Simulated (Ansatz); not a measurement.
Total energies of Ga₃Sb₃H₆Cl₆ (relaxed from a model of (Cl2Ga-mu-SbH2)3, whose bonding it doesn't keep) from Ansatz at PBE-D4/def2-SVP, gas phase (1 Eh = 27.2114 eV = 2625.5 kJ/mol). The reference geometry is relaxed at r2SCAN-D4/def2-SVP.

| state | geometry | energy (Eh) |
| --- | --- | --- |
| charge 0 singlet | reference | -9256.91379 |
| charge 1 doublet | reference | -9256.60707 |
| charge -1 doublet | reference | -9256.98768 |
| free Ga atom (doublet) | – | -1924.26790 |
| free Cl atom (doublet) | – | -459.79702 |
| free Sb atom (quartet) | – | -240.20171 |
| free H atom (doublet) | – | -0.49863 |

In the def2 sets Sb takes a core potential; there is no spin–orbit coupling.

Task: Work out the vertical ionisation energy to the doublet.

Result: E(charge 1 doublet) − E(charge 0 singlet) = -9256.60707 − (-9256.91379) = 0.30672 Eh = 8.35 eV. For comparison, −ε of the highest occupied level is 6.44 eV at this level, 1.91 eV less.

Task: Work out the vertical electron affinity, to the doublet.

Result: E(charge 0 singlet) − E(charge -1 doublet) = -9256.91379 − (-9256.98768) = 0.07389 Eh = 2.01 eV. The basis lacks diffuse functions, which makes affinities too small.

Task: Give the fundamental gap IE − EA, the Mulliken electronegativity (IE + EA)/2 and the hardness (IE − EA)/2.

Result: From the values in Eh: IE − EA = 0.30672 − 0.07389 = 0.23283 Eh = 6.34 eV; (IE + EA)/2 = 5.18 eV; (IE − EA)/2 = 3.17 eV. The HOMO–LUMO gap of the same run is 2.60 eV, 3.74 eV smaller than the fundamental gap.

Task: What is the binding energy per atom against free atoms?

Result: Atoms: 3 × (-1924.26790) + 6 × (-459.79702) + 3 × (-240.20171) + 6 × (-0.49863) = -9255.18273 Eh. Binding: -9255.18273 − (-9256.91379) = 1.73106 Eh = 47.10 eV, or 2.62 eV for each of 18 atoms (no zero-point energy, no counterpoise term).

At PBE-D4/def2-SVP the gap within one spin of the charge 1 doublet nearly closes, so an electron or hole may be smeared out by delocalisation error.
